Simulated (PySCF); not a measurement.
## CoCl2, quartet: molecular constants

Computed with UwB97X in PySCF with Co def2-TZVP, Cl def2-TZVP; no relativity; density-fitted integrals.

The structure is a minimum.

Z-matrix (Å, degrees; charge 0 multiplicity 4):
```
Co
Cl 1 2.0818
Cl 1 2.0818 2 180.00
```

* Point group: D∞h
* Bond lengths: Co–Cl 2.082 Å (×2)
* Bond angles: Cl–Co–Cl 180.0°
* Entropy at 298.15 K and 1 bar (electronic part: spin only): 291.5 J/(mol K)
* Heat capacity Cp at 298.15 K: 57.1 J/(mol K)
* Highest occupied level (β): -11.59 eV
* Enthalpy at 298.15 K above 0 K: 14.20 kJ/mol
* Dipole moment: 0.00 D
* Rotational symmetry number: 2
* Rotational constants: 0.05562 cm⁻¹
* Principal quadrupole moments (Buckingham, traceless) about the centre of mass: -8.57, 4.29, 4.29 D Å
* Lowest empty level (β): -1.96 eV
* Principal polarisabilities: 31.3, 31.3, 78.3 bohr³
* Spin squared ⟨S²⟩: 3.762
* Atomisation energy without zero-point energy: 781 kJ/mol
* Zero-point energy: 6.2 kJ/mol

Harmonic modes (masses in u: Co 58.933, Cl 34.969):
```json
{"symmetry": "πu", "ω (cm⁻¹)": "81", "IR (km/mol, summed over degenerate members)": "24.5", "μ (u)": "44.87", "type": "bend"}
{"symmetry": "σg+", "ω (cm⁻¹)": "363", "IR (km/mol, summed over degenerate members)": "0.0", "μ (u)": "34.97", "type": "stretch"}
{"symmetry": "σu+", "ω (cm⁻¹)": "517", "IR (km/mol, summed over degenerate members)": "163", "μ (u)": "44.87", "type": "stretch"}
```

In D∞h the vibrations span πu + σg+ + σu+. The σg+ mode carries no infrared intensity, as symmetry demands. With a centre of inversion only u modes can be infrared active and only g modes Raman active.

Charges (e):
```tsv
atom	Mulliken	Löwdin	polar tensor	spin (Mulliken)	Mayer order to Co1
Co1	0.67	-0.06	1.19	2.70	–
Cl2,3	-0.34	0.03	-0.60	0.15	1.15
```

Mulliken populations on Co1: s 6.66, p 12.38, d 7.28, f 0.00.

Outer orbital energies (eV). α occupied: -16.12, -15.11, -12.79, -12.50, -12.32, -12.32, -11.61, -11.61; empty: 1.03, 3.00, 3.00, 4.88. β occupied: -15.13, -13.33, -12.70, -12.42, -12.42, -11.85, -11.85, -11.59; empty: -1.96, -1.96, -1.90, 1.34.

Formally Co is in oxidation state +2, d7, with 3 unpaired electrons (the high-spin count). The Mulliken spin on Co is 2.70. The polar-tensor charge on Co, 1.19, is far below the formal one.

This need not be the most stable arrangement of these atoms. Other spin states or occupations of the open shell can lie lower.

The final relaxation and frequency run took 50 s on 2 threads of a shared Intel Xeon Gold 6455B (Sapphire Rapids) host, with 119 basis functions and 7 gradients; the process peaked at 1.1 GiB. Launch command: `OMP_NUM_THREADS=2 python axn.py task.json out`.
